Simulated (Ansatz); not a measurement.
System: SF, charge -1, singlet. SF- (parent SMILES F[S], singlet).
B3LYP-D3(BJ)/def2-TZVP minimum from Ansatz (a quantum-chemistry and plane-wave program):
```
F
S 1 1.7464
```
Charge -1, spin multiplicity 1.

Total energies in aug-cc-pV(D+d)Z, 14 correlated electrons, 6 frozen orbitals. UHF or UKS for unpaired electrons; spin-orbit terms are left out. Cores are frozen in correlated methods. No relativity. The spin of FS- (parent SMILES F[S], singlet) was assumed, and the state is the lowest solution found for it.

```tsv
method	program	energy (Eh)	minus CCSDT(Q) (mEh)
HF	Ansatz	-496.97799	385.74
MP2	Ansatz	-497.33353	30.20
CCSD	Ansatz	-497.35026	13.47
CCSD(T)	Ansatz	-497.36196	1.78
CCSDT(Q)	Ansatz	-497.36373	0.00
```
